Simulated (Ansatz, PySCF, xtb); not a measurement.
Torsion H3–S1–Ge2–H4 in GeH2S (SMILES [SH][GeH]); at each angle all else is relaxed with GFN2-xTB, and the levels are single points there.
Geometry at 180° (charge 0, multiplicity 1):
```xyz
4

S     -1.012     0.593     0.438
Ge     0.999     0.486    -0.476
H     -1.527    -0.442    -0.223
H      1.458     1.763     0.412
```

On the grid 0° to 330°, 270° is the highest and 180° the lowest point at CCSD(T)/CBS(def2-TZVPP, def2-QZVPP).

The values were computed with Ansatz (a quantum-chemistry and plane-wave program); PySCF for the dispersion terms; xtb for the GFN methods. Each number belongs to the level named beside it.

Estimate the energy at 270° less that at 180° that GFN-FF returns for this input.

2.4 kcal/mol

Predict the energy at 270° less that at 180° from BLYP/def2-TZVPP.

17.9 kcal/mol

Estimate the energy at 270° less that at 180° that PBE-D3(BJ)/def2-TZVPP returns for this input.

18.2 kcal/mol
